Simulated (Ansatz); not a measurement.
`[NH2][Zn][AlH][Cl]` + CH₃OH → `C[O][AlH][Cl]` + `[NH2][ZnH]` at 600 K and 1 bar (cleavage of the Al–Zn bond).

Computed with Ansatz on PBE0-D4/def2-TZVP structures; ΔE is electronic, products minus reactants. CCSD(T)/CBS adds triple-zeta CCSD(T) − MP2 to the extrapolated MP2 energy (def2 sets, frozen cores). This one scheme is used for every species. For Zn outer-core shells are correlated without core-valence functions, which leaves a few kJ/mol of doubt a bond. Scalar relativity is left out up to krypton. One conformer a species, not always the lowest.

```json
{"species": "`[NH2][Zn][AlH][Cl]`", "CCSD(T)/CBS energy (Eh)": "-2536.75835", "H − E (kJ/mol)": "144.1", "S (J/(mol·K))": "454.8"}
{"species": "CH₃OH", "CCSD(T)/CBS energy (Eh)": "-115.61712", "H − E (kJ/mol)": "163.6", "S (J/(mol·K))": "277.3"}
{"species": "`C[O][AlH][Cl]`", "CCSD(T)/CBS energy (Eh)": "-817.53357", "H − E (kJ/mol)": "183.2", "S (J/(mol·K))": "404.7"}
{"species": "`[NH2][ZnH]`", "CCSD(T)/CBS energy (Eh)": "-1834.88092", "H − E (kJ/mol)": "113.5", "S (J/(mol·K))": "307.4"}
```

H − E and S are ideal-gas, rigid-rotor, harmonic terms from PBE0-D4/def2-TZVP, for one conformer and one mirror image of each species. 1 Eh = 2625.50 kJ/mol, R = 8.31446 J/(mol·K).

Task: By hand: ΔE, ΔH, ΔS and ΔG.

Result: ΔE = (-817.53357) + (-1834.88092) − (-2536.75835) − (-115.61712) = -0.03902 Eh = -102.4 kJ/mol. Δ(H − E) = 183.2 + 113.5 − 144.1 − 163.6 = -11.0, so ΔH = -113.4 kJ/mol. ΔS = 404.7 + 307.4 − 454.8 − 277.3 = -20.0 J/(mol·K). ΔG = -113.4 − 600 × (-20.0)/1000 = -101.4 kJ/mol.

Task: By hand: the equilibrium constant, and the temperature at which ΔG would vanish if ΔH and ΔS stayed fixed.

Result: log₁₀ K = −ΔG/(RT ln 10) = 8.8. ΔG = 0 at ΔH/ΔS = 5670 K, far beyond where these terms or the molecules hold.

ΔH outweighs TΔS. A doubt of 5 kJ/mol in ΔE shifts log₁₀ K by 0.4 here. Other conformers and mirror images would add mixing entropy, several J/(mol·K) or more a flexible species. These are equilibria of isolated gas molecules and say nothing of rates. Largest T1 diagnostic: 0.016 (customary marks: 0.02 for closed shells, 0.045 for open ones).
